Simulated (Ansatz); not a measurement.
## F2H2NSi2: structure from calculated spectroscopic constants

These gas-phase data were calculated for one isomer of F2H2NSi2 at PBE0-D3(BJ)/def2-SVP (harmonic, unscaled wavenumbers; equilibrium rotational constants with average atomic masses):

- rotational constants: 9.194, 1.597, 1.376 GHz
- all wavenumbers above 1500 cm⁻¹: 3585, 2181

Candidates:

(1) `F[Si]N[SiH]F`, a doublet
(2) `[H]/[Si]=N/[SiH](F)F`, a doublet
(3) `F[SiH](F)N=[SiH]`, a doublet

**Question.** Which structure fits?

**Answer.** Candidate (1). The band at 3585 cm⁻¹ lies where the N–H stretch is expected; (2), (3) have no mode between 3250 and 3800 cm⁻¹.

The same quantities for all candidates:

```tsv
	rotational constants (GHz)	wavenumbers above 1500 cm⁻¹	E above the lowest, PBE0-D3(BJ)/def2-SVP (kcal/mol)
(1)	9.194, 1.597, 1.376	3585, 2181	0.0
(2)	6.356, 1.768, 1.513	2338, 2004	2.1
(3)	6.804, 1.667, 1.423	2324, 2001	2.5
```

Each candidate is one conformer. Open shells are spin-unrestricted. Programs: Ansatz 0.2.0.
